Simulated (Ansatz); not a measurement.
Basis-set extrapolation for AlBF2H2 (`F[B](F)[AlH2]`) (PBE0-D4/def2-TZVP geometry, frozen core, Ansatz). Multiplicity 1, RHF reference.

```csv
,def2-TZVPP,def2-QZVPP
HF,-466.845765,-466.862969
MP2 correlation,-0.666049,-0.726831
CCSD(T) correlation,-0.709330,not run
```

Energies in hartree. Use E(X) = E(∞) + A·exp(−7.88·√X) for Hartree–Fock and E(X) = E(∞) + B·X^(−2.97) for correlation, with X = 3 and 4, and add CCSD(T) minus MP2 of the smaller set to the MP2 limit.

Task: What is the CCSD(T) energy at the basis-set limit?

Result: HF limit: -466.862969 + (-0.017204) × 0.13774 = -466.86534. MP2 limit: -0.726831 + (-0.060782) × 0.74074 = -0.77185. Higher-order term: -0.709330 − (-0.666049) = -0.04328. Total: -467.68047 hartree, 329.2 kJ/mol below CCSD(T)/def2-TZVPP.
